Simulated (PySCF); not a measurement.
Sb(Cl)2(OH) (Cl2HOSb), SMILES [OH][Sb]([Cl])[Cl]. Atoms are numbered in the order given.

```xyz
5

Sb     0.3967    -0.4198     0.0000
Cl    -0.2541     1.0362    -1.7891
Cl    -0.2541     1.0362     1.7891
O     -1.1948    -1.5900     0.0000
H     -2.0349    -1.1035     0.0000
```

Geometry: B3LYP-D3(BJ)/def2-SVP. The def2 effective core potentials stand for the cores of Sb; spin–orbit coupling is left out. The values are those of a single conformer.

All values below come from ωB97X/def2-TZVPD in PySCF.

Gas-phase values at a fixed geometry.

```yaml
total_energy: -1236.67053 hartree
point_group: Cs
highest_occupied_level: -10.92 eV
lowest_empty_level: -0.07 eV
orbital_gap: 10.86 eV
dipole_moment: 1.86 D
quadrupole, principal values (traceless, Buckingham form, about the centre of nuclear charge): -4.96, -4.58, 9.54 D·Å
mean_static_polarisability: 74.7 bohr³ (11.07 Å³)
polarisability_principal_values: 63.2, 74.9, 86.0 bohr³
```
